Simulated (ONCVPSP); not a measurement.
**Which change was made? (O, ONCV)**

| Quantity | Value |
| --- | --- |
| Element | O (Z = 8) |
| Generator | ONCVPSP 4.0.1 |
| Type | optimised norm-conserving Vanderbilt (ONCV) |
| Functional | PBEsol |
| Relativity | scalar-relativistic |
| Frozen core | [He] |
| Valence charge | 6 |
| Reference configuration | 2s2 2p2 (charge +2) |
| Partial waves | 2s: rc 0.85 bohr, ncon 4, nbas 7, qcut 8.7 1/bohr, 1 projector; 2p: rc 0.95 bohr, ncon 4, nbas 7, qcut 9.8 1/bohr, 2 projectors, debl 2.8 Ha; d scattering state at 0.11 Ha: rc 0.85 bohr, ncon 3, nbas 6, qcut 10.4 1/bohr, local |
| Local potential | the d channel |
| Core correction | Teter function, fcfact 4.75, rcfact 1.45 |

Cutoffs, loose and tight: the cutoffs (Ha) at which the residual kinetic energy of the hardest occupied pseudo-wave falls to 1 and 0.1 mHa per electron. They do not see the model core or the augmentation charge, which bear on the density cutoff. Test errors are all-electron minus pseudo excitation energies from the reference, over the configurations 2s2 2p4; 2s2 2p3; 2s2 2p1; 2s2 2p3.5; variants that change the core or the reference have their own tests.

The base gives: outcome: generated; cutoff, loose: 55 Ha; cutoff, tight: 152 Ha; bound ghosts: none; GHOST(+) flags above zero: none; largest test error (meV): +45.

(1) After one change the result is: outcome: generated; cutoff, loose: 55 Ha; cutoff, tight: 152 Ha; bound ghosts: none; GHOST(+) flags above zero: none; largest test error (meV): +63. Which change was it?
A. s: nproj 3
B. core correction Teter function, fcfact 4.75, rcfact 1.18
C. p: rc 0.86

Results:

(1) B. The others give: p: rc 0.86 → outcome: generated; cutoff, loose: 105 Ha; cutoff, tight: 191 Ha; bound ghosts: none; GHOST(+) flags above zero: none; largest test error (meV): +32 | s: nproj 3 → outcome: generated; cutoff, loose: 55 Ha; cutoff, tight: 152 Ha; bound ghosts: s; GHOST(+) flags above zero: none; largest test error (meV): +36.
